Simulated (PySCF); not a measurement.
Isomers of CH8GeOSi.

All values: CAM-B3LYP/def2-SVPD (PySCF) at PBE0-D3(BJ)/def2-SVP geometries, gas phase, one conformer each. Core orbitals are frozen in the response; Δα² is half the sum of the squared differences of the principal polarisabilities. The calculation is non-relativistic, for germanium too.

(1) Rank by polarisability anisotropy Δα, highest first.
A. `[CH3:1][SiH2:2][O:3][GeH3:4]` with C1–Si2–O3–Ge4 65°
B. `[OH:1][SiH2:2][CH2:3][GeH3:4]` with H–O1–Si2–C3 -64°, O1–Si2–C3–Ge4 -38°
C. `[CH3:1][O:2][GeH2:3][SiH3:4]` with C1–O2–Ge3–Si4 179°

(2) Rank by HOMO–LUMO gap, highest first.
A. `[CH3:1][GeH2:2][O:3][SiH3:4]` with C1–Ge2–O3–Si4 -65°
B. `[OH:1][SiH2:2][CH2:3][GeH3:4]` with H–O1–Si2–C3 -64°, O1–Si2–C3–Ge4 -38°
C. `[CH3:1][O:2][GeH2:3][SiH3:4]` with C1–O2–Ge3–Si4 179°

Results:

(1) C (3.76 Å³), B (2.66 Å³), A (1.78 Å³).

(2) A (10.51 eV), B (10.31 eV), C (9.89 eV).

All values together:

| SMILES | μ (D) | HOMO (eV) | LUMO (eV) | α (Å³) | Δα (Å³) | ΔSCF removal energy (eV) |
| --- | --- | --- | --- | --- | --- | --- |
| C[SiH2][O][GeH3] | 1.35 | -9.61 | 0.78 | 10.79 | 1.78 | 10.36 |
| O[SiH2][CH2][GeH3] | 1.80 | -9.70 | 0.61 | 11.08 | 2.66 | 10.47 |
| [CH3][GeH2][O][SiH3] | 1.72 | -9.61 | 0.90 | 10.82 | 1.73 | 10.38 |
| C[O][GeH2][SiH3] | 0.99 | -9.18 | 0.71 | 11.86 | 3.76 | 9.97 |

Conformers: `[CH3:1][SiH2:2][O:3][GeH3:4]` with C1–Si2–O3–Ge4 65°; `[OH:1][SiH2:2][CH2:3][GeH3:4]` with H–O1–Si2–C3 -64°, O1–Si2–C3–Ge4 -38°; `[CH3:1][GeH2:2][O:3][SiH3:4]` with C1–Ge2–O3–Si4 -65°; `[CH3:1][O:2][GeH2:3][SiH3:4]` with C1–O2–Ge3–Si4 179°.
